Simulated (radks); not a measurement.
Values are calculated unless marked as measured or tabulated.
Task: Ionisation of neutral thallium, [Hg] 6p1, to [Hg] as the strength of local exchange is varied. Level of theory: Dirac Kohn-Sham, Slater X-alpha exchange (alpha = 2/3 is LDA exchange), no correlation, spin-unpolarised, spherical densities, point nucleus; open shells are shared between the two j in proportion to 2j + 1 (a radial shooting solver on a logarithmic mesh with Libxc functionals).

| alpha | E(Tl) (hartree) | exchange (hartree) | IE (eV) | -e of the level emptied (eV) | <r> of it (bohr) |
|---|---|---|---|---|---|
| 0.597 | -20231.5181 | -323.7197 | 4.205 | 1.252 (6p3/2) | 4.441 |
| 0.683 | -20278.2078 | -371.2531 | 4.681 | 1.585 (6p3/2) | 4.179 |
| 0.69 | -20282.0131 | -375.1320 | 4.721 | 1.614 (6p3/2) | 4.159 |
| 0.71 | -20292.8896 | -386.2229 | 4.836 | 1.697 (6p3/2) | 4.106 |
| 0.827 | -20356.6396 | -451.3490 | 5.536 | 2.221 (6p3/2) | 3.832 |
| x | -20269.5128 | -362.3926 | 4.590 | 1.521 (6p3/2) | 4.224 |

Which alpha was used in the last row?

Result: alpha = 0.667. NIST Atomic Spectra Database: 6.108 eV (measured). The central value is not met in this range of alpha. Spin polarisation and multiplet splitting are left out, so open shells lie too high by an amount that depends on their filling. Sharing an open shell by 2j + 1 raises it above the true ground level by a part of the spin-orbit splitting, which enters the differences from NIST.

Beside tabulated values, note that spin-unpolarised runs miss the spin-polarisation part of the exchange energy of open shells.
